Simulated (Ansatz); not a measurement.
Total energies of 1-ethyl-3-methylimidazolium tetrafluoroborate (C6H11BF4N2) from Ansatz at PBE0-D4/def2-SVP, gas phase (1 Eh = 27.2114 eV = 2625.5 kJ/mol). The reference geometry is relaxed at PBE-D4/def2-SVP.

```csv
state,geometry,energy (Eh)
charge 0 singlet,reference,-767.84843
charge -1 doublet,reference,-767.81564
charge -1 doublet,relaxed at PBE-D4/def2-SVP,-767.84744
free C atom (triplet),–,-37.76066
free N atom (quartet),–,-54.47898
free H atom (doublet),–,-0.50029
free F atom (doublet),–,-99.54906
free B atom (doublet),–,-24.58932
```

(1) Work out the vertical electron affinity, to the doublet.

(2) How much does the charge -1 doublet relax, and what is the adiabatic electron affinity?

(3) What is the binding energy per atom against free atoms?

(1) E(charge 0 singlet) − E(charge -1 doublet) = -767.84843 − (-767.81564) = -0.03279 Eh = -0.89 eV; negative, so the extra electron isn't bound. The basis lacks diffuse functions, which makes affinities too small.

(2) Relaxation: -767.81564 − (-767.84744) = 0.03180 Eh = 0.87 eV. Adiabatic electron affinity: -0.00099 Eh = -0.03 eV, without zero-point energy. 

(3) Atoms: 6 × (-37.76066) + 2 × (-54.47898) + 11 × (-0.50029) + 4 × (-99.54906) + 1 × (-24.58932) = -763.81067 Eh. Binding: -763.81067 − (-767.84843) = 4.03776 Eh = 109.87 eV, or 4.58 eV for each of 24 atoms (no zero-point energy, no counterpoise term).

At PBE0-D4/def2-SVP the highest occupied level of the charge -1 doublet lies above zero (up to 2.78 eV). By energy differences it is unbound by 0.89 eV (vertical, to the charge 0 singlet, at PBE0-D4/def2-SVP) and held by the finite basis. At PBE0-D4/def2-SVP the highest occupied level of the relaxed charge -1 doublet lies above zero (up to 0.59 eV). Energy differences put its binding near zero (-0.03 eV; each at its own geometry, to the charge 0 singlet, at PBE0-D4/def2-SVP), which leaves it undecided.
